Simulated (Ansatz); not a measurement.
Geometry optimisation, RKS B3LYP/def2-SVP (Ansatz 0.2.0).

Input:

```yaml
crystal:
  periodic: [false, false, false]
  atoms:
    - { symbol: B, position_ang: [0.2654, -2.215, 0.0646] }
    - { symbol: O, position_ang: [0.9066, -0.9055, -0.1703] }
    - { symbol: Ge, position_ang: [-0.3558, 0.3743, 0.0779] }
    - { symbol: B, position_ang: [0.5375, 2.1689, -0.425] }
    - { symbol: F, position_ang: [-1.7355, 0.0603, -0.9237] }
    - { symbol: Cl, position_ang: [-0.9022, 0.4548, 2.1782] }
    - { symbol: H, position_ang: [-0.2678, -2.7295, -0.8484] }
    - { symbol: H, position_ang: [0.2408, -2.6386, 1.1233] }
    - { symbol: H, position_ang: [1.578, 2.2385, -0.7757] }
    - { symbol: H, position_ang: [-0.184, 3.1406, -0.298] }
basis:
  gaussian: { orbitals: def2-SVP }
hamiltonian:
  xc: b3lyp
relax:
  f_tol: 0.015
  max_steps: 40
```

Run as:

```bash
$ ansatz run input.yaml --threads 2 --pin off --max-ram 3072MiB --backend cpu --events-out ev --progress --plain --runs-dir out
```

Problem. Where does it end, and by what steps?

Solution. The forces met the threshold. The force dipped under the threshold on the way, but the program's further checks kept it going. After 32 steps the energy has fallen by 1.014 eV; H7 moved furthest, 1.19 Å.

```
step  energy less start (eV)  largest force component (eV/Å)  accepted
   0                  0.0000                           3.513       yes
   2                 -0.6311                           1.082       yes
   4                 -0.7585                           0.517       yes
   6                 -0.8813                           0.170       yes
   8                 -0.9526                           0.378       yes
  10                 -0.9808                           0.506        no
  12                 -1.0040                           0.117       yes
  14                 -1.0084                           0.059       yes
  16                 -1.0097                           0.025       yes
  18                 -1.0056                           0.206        no
  20                 -1.0109                           0.105       yes
  22                 -1.0114                           0.045       yes
  24                 -1.0127                           0.072       yes
  26                 -1.0134                           0.037       yes
  28                 -1.0137                           0.032       yes
  30                 -1.0139                           0.022       yes
  32                 -1.0139                           0.015       yes
```

```xyz
10
Properties=species:S:1:pos:R:3
B 0.239 -2.290 -0.063
O 0.365 -1.005 -0.474
Ge -0.432 0.484 0.119
B 0.513 2.222 -0.465
F -2.081 0.328 -0.417
Cl -0.486 0.479 2.289
H 0.843 -3.128 -0.693
H -0.446 -2.579 0.893
H 1.707 2.220 -0.574
H -0.139 3.218 -0.612
```

Whether the end is a true minimum wasn't checked by a vibrational analysis.

Run time: 2.9 min on 2 threads of Arm Neoverse V1 (shared host), peak memory 0.34 GiB.
